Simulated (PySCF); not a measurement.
**Vibration and rotation of CdI⁺**

RHF-CCSD(T) constants of CdI⁺, ¹Σ⁺ (singlet), closed shell (Cd def2-SVP with ECP28, I def2-SVP with ECP28; scalar-relativistic core potentials (PySCF 2.14); masses 113.9034 and 126.9045 u):

```
ωe              : 214.3 cm⁻¹
ωexe            : 0.616 cm⁻¹
Be              : 0.041917 cm⁻¹
αe              : 0.000136 cm⁻¹
D (centrifugal) : 6.41e-09 cm⁻¹
De to Cd⁺ + I   : 1.73 eV
```

**Question.** Give the band origin of the fundamental and the first lines of its P and R branches.

**Answer.** ν0 = ωe − 2ωexe = 213.1 cm⁻¹, B0 = 0.041849, B1 = 0.041713 cm⁻¹.

| J″ | P(J″) − ν0 | R(J″) − ν0 |
| --- | --- | --- |
| 0 |  | 0.083 |
| 1 | -0.084 | 0.167 |
| 2 | -0.168 | 0.249 |
| 3 | -0.252 | 0.332 |
| 4 | -0.336 | 0.414 |
| 5 | -0.421 | 0.496 |
| 6 | -0.506 | 0.578 |

**Question.** Near which J would the R branch turn back, without centrifugal distortion?

**Answer.** At J ≈ (B0 + B1)/(2(B0 − B1)) − 1 ≈ 310.

Correlated steps freeze 4 core orbitals. Correlated levels converge slowly with the basis: in double zeta they bind strong bonds too weakly, by up to about 1 eV, and carry superposition errors of some tenths. These are scalar-relativistic numbers at best; spin–orbit coupling would shift them, the dissociation energy most. For an ion De counts to the pair picked by the measured ionisation energies or electron affinities, which need not be the lowest pair at this level. Where the molecule has an RHF reference, its open-shell atoms are computed with UHF.
